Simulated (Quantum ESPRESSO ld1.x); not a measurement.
Results of a calculation; reference values are marked as such.
Question: The aim is the rhenium ion Re3+ in [Xe] 4f14 5d4. This ld1.x (Quantum ESPRESSO 7.5) run was made with `OMP_NUM_THREADS=1 ld1.x < ld1.in > ld1.out`. Can the result be used? Name any fault.

```
 &input
    zed=75.0,
    iswitch=1,
    rel=1,
    lsd=1,
    dft='PW',
    config='[Xe] 4f14 5d4 6s3',
    prefix='ld1',
    max_out_wfc=37,
    file_charge='ld1.rho',
 /
```

Output (excerpt):

```
     Program LD1 v.7.5 starts

 %%%%%%%%%%%%%%%%%%%%%%%%%%%%%%%%%%%%%%%%%%%%%%%%%%%%%%%%%%%%%%%%%%%%%%%%%%%%%%
     Error in routine el_config (14):
     wrong occupancy:3
 %%%%%%%%%%%%%%%%%%%%%%%%%%%%%%%%%%%%%%%%%%%%%%%%%%%%%%%%%%%%%%%%%%%%%%%%%%%%%%

     stopping ...
```

Answer: No (refused). The line at issue: config='[Xe] 4f14 5d4 6s3'. The program stops in el_config with "wrong occupancy:3": an s shell holds at most 2 electrons. The sound input gives -16680.732 hartree.
